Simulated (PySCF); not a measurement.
Spectrum to structure. Computed with PySCF, TDDFT CAM-B3LYP/def2-SVPD, vertical, gas phase, core orbitals frozen in the response. Geometries: GFN2-xTB, one conformer each.

```
state  E (eV)       f
   S1    5.38  0.0000
   S2    5.72   0.024
   S3    5.94  0.0028
   S4    6.79  0.0052
   S5    7.14  0.0003
   S6    7.15   0.018
   S7    7.25   0.018
   S8    7.25   0.011
```

Triplets computed (Tamm–Dancoff): 3.70, 4.14, 5.57 eV.

**Question.** Which structure fits?
A. `C#C[C@@H]1[SiH2]O[Si@@H]1O[SiH3]`
B. `C[C@H](O)C(Cl)Cl`
C. `O[C@]12C=C[C@H]1C=C2`
D. `C=Cc1ccco1`

**Answer.** C. Its S1 lies at 5.38 eV; the nearest of the others has S1 at 4.99 eV. S1 is HOMO→LUMO (97%). Löwdin shares by element: HOMO carbon 85% or more (atoms not listed hold the other 15%); LUMO carbon 67% or more (atoms not listed hold the other 33%). At the same level the other candidates give, for their lowest levels:
- `C#C[C@@H]1[SiH2]O[Si@@H]1O[SiH3]`: 5.96 eV (f 0.028); 6.20 eV (f 0.006); 6.47 eV (f 0.017); 6.56 eV (f 0.010); 6.70 eV (f 0.012); T1 5.28 eV; HOMO -8.44, LUMO 0.50 eV
- `C=Cc1ccco1`: 4.99 eV (f 0.468); 6.06 eV (f 0.010); 6.43 eV (f 0.002); 6.65 eV (f 0.006); 6.85 eV (f 0.013); T1 2.96 eV; HOMO -7.33, LUMO 0.15 eV
- `C[C@H](O)C(Cl)Cl`: 7.07 eV (f 0.004); 7.26 eV (f 0.014); 7.47 eV (f 0.004); 7.68 eV (f 0.011); 7.81 eV (f 0.004); T1 6.44 eV; HOMO -9.89, LUMO 0.79 eV

The values belong to the conformer `[OH:1][C@:2]12[CH:3]=[CH:4][C@H:5]1[CH:6]=[CH:7]2`: H–O1–C2–C3 -74°.
